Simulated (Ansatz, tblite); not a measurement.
Adding an electron: the cluster As3⁺ (the lowest singlet isomer of a short search). Total charge 1; singlet. Geometry: r2SCAN-D4/def2-TZVP. Ansatz, gas phase; energy differences of separate SCF runs; the reduced species was run as a doublet alone.

Cartesian coordinates in Å:
```
As 0.703 -0.392 1.079
As 0.628 0.586 -1.036
As -1.331 -0.194 -0.042
```

The xTB rows come from tblite. HOMO above LUMO, or a gap near zero within one spin, warns that the state may not be the lowest or that an electron is smeared out. The structure comes from a short search, and lower isomers may exist.

```csv
level,−HOMO (eV),−LUMO (eV),vertical EA (eV),HOMO–LUMO gap (eV),remarks
GFN1-xTB,20.41,18.35,13.00,2.05,–
PBE-D4/def2-TZVP,12.33,9.83,7.04,2.50,gap within one spin near zero (doublet)
PBE0-D4/def2-TZVP,13.33,9.04,7.18,4.29,spin-contaminated (⟨S²⟩ 0.84) (doublet)
```

Estimate the rows for GFN2-xTB, r2SCAN-D4/def2-TZVP.


```csv
level,−HOMO (eV),−LUMO (eV),vertical EA (eV),HOMO–LUMO gap (eV),remarks
GFN2-xTB,16.06,13.80,10.47,2.26,–
r2SCAN-D4/def2-TZVP,12.63,9.87,7.30,2.76,spin-contaminated (⟨S²⟩ 0.84) (doublet)
```

  Raw xTB energy differences between charge states are shifted by several eV; the methods need an empirical correction for them.
